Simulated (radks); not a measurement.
W III, configuration [Kr] 4d10 4f14 5s1.75 5p6 5d4 6d0.25 (fractional occupations, a model configuration). All-electron calculation, Dirac Kohn-Sham, PBE, spin-unpolarised, spherical densities, finite nucleus; open shells are shared between the two j in proportion to 2j + 1; Fermi nuclear charge, rms radius 5.3658 fm. Program: a radial shooting solver on a logarithmic mesh with Libxc functionals.

Unscreened Slater integrals over Kohn-Sham orbitals (eV). Large and small components are both included.

| integral | value |
|---|---|
| F0(6d5/2,6d5/2) | 4.4599 |
| F2(6d5/2,6d5/2) | 2.4026 |
| F4(6d5/2,6d5/2) | 1.6328 |
| F0(6d5/2,6d3/2) | 4.4953 |
| F2(6d5/2,6d3/2) | 2.4219 |
| G2(6d5/2,6d3/2) | 2.4200 |
| G4(6d5/2,6d3/2) | 1.6441 |
| F0(6d5/2,5d5/2) | 5.7294 |
| F2(6d5/2,5d5/2) | 1.2959 |
| F4(6d5/2,5d5/2) | 0.58874 |
| G0(6d5/2,5d5/2) | 0.35982 |
| G2(6d5/2,5d5/2) | 0.44454 |
| G4(6d5/2,5d5/2) | 0.35568 |
| F0(6d5/2,5d3/2) | 5.7486 |
| F2(6d5/2,5d3/2) | 1.2662 |
| G2(6d5/2,5d3/2) | 0.44645 |
| G4(6d5/2,5d3/2) | 0.35406 |
| F0(6d3/2,6d3/2) | 4.5320 |
| F2(6d3/2,6d3/2) | 2.4440 |
| F0(6d3/2,5d5/2) | 5.8037 |
| F2(6d3/2,5d5/2) | 1.3256 |
| G2(6d3/2,5d5/2) | 0.43898 |
| G4(6d3/2,5d5/2) | 0.35393 |
| F0(6d3/2,5d3/2) | 5.8229 |
| F2(6d3/2,5d3/2) | 1.2939 |
| G0(6d3/2,5d3/2) | 0.35543 |
| G2(6d3/2,5d3/2) | 0.43832 |
| F0(5d5/2,5d5/2) | 13.276 |
| F2(5d5/2,5d5/2) | 6.8457 |
| F4(5d5/2,5d5/2) | 4.4955 |
| F0(5d5/2,5d3/2) | 13.472 |
| F2(5d5/2,5d3/2) | 6.9438 |
| G2(5d5/2,5d3/2) | 6.9375 |
| G4(5d5/2,5d3/2) | 4.5575 |
| F0(5d3/2,5d3/2) | 13.679 |
| F2(5d3/2,5d3/2) | 7.0563 |
